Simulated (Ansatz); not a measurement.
Reaction (homolysis of the C–Ga bond): `[CH3][Ga]([SH])[SH]` → `[CH3]`• + `[SH][Ga][SH]`•

Computed with Ansatz on PBE0-D4/def2-TZVP structures; ΔE is electronic, products minus reactants. CBS: MP2 limit from def2 TZ/QZ plus the TZ coupled-cluster correction, frozen cores. This one scheme is used for every species. DFT in def2-TZVPP. No spin–orbit coupling; open shells (•) take unrestricted orbitals. For Ga outer-core shells are correlated without core-valence functions, which leaves a few kJ/mol of doubt a bond. Scalar relativity is left out up to krypton. One conformer a species, not always the lowest.

Q: What is ΔE at CCSD(T)/CBS? (An estimate is asked.)

A: The calculation gave: +3.57 eV.

Q: What do these levels give: PBE-D4, r2SCAN-D4, ωB97M-V, B2PLYP, PBE, r2SCAN, HF/def2-TZVPP, SCS-MP2/def2-TZVPP, CCSD/def2-TZVPP, CCSD(T)/def2-TZVPP, HF/def2-QZVPP, HF/CBS(def2)? (An estimate is asked.)

A: The calculation gave: PBE-D4 3.33, r2SCAN-D4 3.18, ωB97M-V 3.44, B2PLYP 3.28, PBE 3.25, r2SCAN 3.15, HF/def2-TZVPP 2.27, SCS-MP2/def2-TZVPP 3.53, CCSD/def2-TZVPP 3.35, CCSD(T)/def2-TZVPP 3.44, HF/def2-QZVPP 2.26, HF/CBS(def2) 2.25 eV.

Largest T1 diagnostic among the species: 0.015.

In def2-TZVPP, CCSD(T) changes the Hartree–Fock value by +1.18 eV (the triples alone add +0.09 eV) and MP2 by +1.33 eV; breaking electron pairs costs correlation energy, which Hartree–Fock lacks. The D4 term adds +0.13 eV with B3LYP and +0.07 eV with PBE0; it sums over pairs of atoms, weighted by their polarisabilities, and B3LYP, whose exchange is more repulsive, gets the larger term.

B3LYP here is the variant with VWN-RPA as its local correlation; programs differ in this.
